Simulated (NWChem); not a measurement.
InHBrCl; SMILES [InH]([Br])[Cl]

This build's default masses of Se (78.918 u) and Br (79.917 u) are each other's, which moves their modes by up to 0.6 %. def2 effective core potentials on In; no spin-orbit coupling.

Problem. Give the equilibrium geometry at PBE0/def2-SVP with def2 effective core potentials on In (NWChem) as a Z-matrix, with the point group.

Solution. point group Cs; any orientation.
```
In
H 1 1.7042
Cl 1 2.3412 2 122.64
Br 1 2.4744 2 124.43 3 180.00
```
